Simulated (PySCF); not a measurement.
The numbers below are computed, except where a source is named.
CH9O2Si3

The system: CH9O2Si3, a small molecule (built as: C site whose three back bonds go to SiH3, OSiH3, OSiH3); neutral, doublet. The structure, one conformer, was relaxed in the gas phase by PBE0-D3(BJ)/def2-SVP. No frequency run checks that it is a minimum.

SMILES: [SiH3]O[C]([SiH3])O[SiH3]

Coordinates in Å:
```
C1      0.123   -0.224    0.475
Si2     1.404   -1.534    0.774
O3     -0.330    0.492    1.520
Si4    -1.373    1.819    1.366
O5     -0.216    0.328   -0.721
Si6    -0.087   -0.323   -2.270
H7      0.950   -2.416    1.889
H8      1.520   -2.318   -0.495
H9      2.768   -1.015    1.128
H10    -1.651    2.205    2.774
H11    -0.718    2.950    0.648
H12    -2.638    1.433    0.679
H13    -0.745   -1.661   -2.319
H14    -0.782    0.654   -3.146
H15     1.348   -0.449   -2.656
```

EPR values by unrestricted B3LYP, IGLO-III on C O Si, pcH-1 on H.

Q: Predict g and the largest hyperfine couplings. Where does the spin sit?

A: g = 2.0020, 2.0036, 2.0043. The spin sits on C1 (78 %, bonded to 2 O + 1 Si) by Mulliken populations.
| atom | isotope | isotropic (MHz) | dipolar, principal values (MHz) |
| --- | --- | --- | --- |
| C1 | 13C | 91.6 | -68.3, -67.7, 136.0 |
| H9 | 1H | 91.5 | -3.1, -1.7, 4.8 |
| O3 | 17O | -11.6 | -41.2, 19.6, 21.6 |
| O5 | 17O | -9.0 | -36.7, 18.2, 18.6 |
| Si2 | 29Si | 29.8 | -5.6, -0.3, 5.9 |
| H7 | 1H | 25.4 | -3.4, -2.3, 5.7 |

Q: How do the isotropic couplings move with BHandHLYP?

A: C1 91.6 to 125.9 MHz, H9 91.5 to 88.3 MHz, O3 -11.6 to -19.2 MHz, O5 -9.0 to -15.1 MHz.
